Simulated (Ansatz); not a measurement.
System: ZnH, charge 1, multiplicity 1. 
Coordinates optimised at B3LYP-D3(BJ)/def2-TZVP (Ansatz, a first-principles code):
```xyz
2

Zn     0.0000     0.0000    -0.0496
H      0.0000     0.0000     1.4885
```
Charge +1, spin multiplicity 1.

Computed values are from Ansatz. Cores are frozen in the correlated levels unless marked. Open shells are spin-unrestricted. No spin-orbit coupling. Frozen are the shells of the preceding noble gas and the d and f shells that filled before the atom's block. No relativistic terms. CBS(X,Y): correlation extrapolated as X^-3; Hartree-Fock from the larger set.

- vertical ionisation energy (to the doublet) = 19.42 eV at CCSD(T)/CBS(def2-TZVPPD,def2-QZVPPD)
- vertical electron affinity (to the doublet; negative means unbound) = 7.77 eV at CCSD(T)/CBS(def2-TZVPPD,def2-QZVPPD)
- total energy = -1778.6216 Eh at CCSD(T)/CBS(def2-TZVPPD,def2-QZVPPD)
- T1 diagnostic = 0.024 at CCSD/def2-QZVPPD
